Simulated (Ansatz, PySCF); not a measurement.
This Ansatz (an electronic-structure program) input computes a CAM-B3LYP/def2-TZVPD energy:

Ansatz 0.2 input:
```yaml
crystal:
  periodic: [false, false, false]
  atoms:
    - {symbol: In, position_ang: [0.00000000, 0.00000000, 0.00000000]}
    - {symbol: Cl, position_ang: [0.00000000, 0.00000000, 2.22420773]}
    - {symbol: Cl, position_ang: [-0.00000000, -0.00000000, -2.22420773]}
basis:
  gaussian:
    orbitals: def2-TZVPD
hamiltonian:
  xc: {name: CAM-B3LYP}
total_charge: 1
output: {forces: true}
```

Problem. Write an input for the same energy in PySCF and say what it gives.

Solution. 
```python
from pyscf import gto, scf, dft

mol = gto.M(
    atom='''
    In    0.00000000    0.00000000    0.00000000
    Cl    0.00000000    0.00000000    2.22420773
    Cl   -0.00000000   -0.00000000   -2.22420773
    ''',
    basis='def2-tzvpd',
    ecp='def2-tzvp',
    charge=1,
    spin=0,
    verbose=4,
)

mf = dft.RKS(mol, xc='camb3lyp').density_fit(auxbasis='def2-universal-jkfit')
mf.grids.level = 3
mf.conv_tol = 1e-9
mf.max_cycle = 100
mf.max_memory = 1500
mf.kernel()
if not mf.converged:
    mf = mf.newton()
    mf.kernel(mf.make_rdm1())
mf.analyze()
```
It gives -1110.35235 Eh, and Ansatz -1110.35229 Eh, a difference of 0.06 mEh, from the treatment of integrals and grids.

It need not be the lowest isomer of its formula.
